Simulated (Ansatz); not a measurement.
A structure relaxed at r2SCAN-D4/def2-SVP in Ansatz, charge 0, doublet:

Cartesian coordinates in Å:
```
Sb -0.140 -1.027 1.265
Sb 0.160 1.497 0.302
Sb -0.020 -0.470 -1.566
```

**Question.** Give its formula and point group.

**Answer.** Sb₃ (the lowest doublet isomer of a short search). Point group C2v (tolerance 0.1 Å).

**Question.** Summarise the bond lengths by kind (pairs closer than 1.2 times the sum of covalent radii, bridged metal pairs left out).

**Answer.** 3 × Sb–Sb 2.72 to 2.89 Å.

In the def2 sets Sb takes a core potential; there is no spin–orbit coupling. The charge 0 doublet is spin-contaminated (final ⟨S²⟩ up to 0.91, 0.75 for a pure state). The structure comes from a short search, and lower isomers may exist.
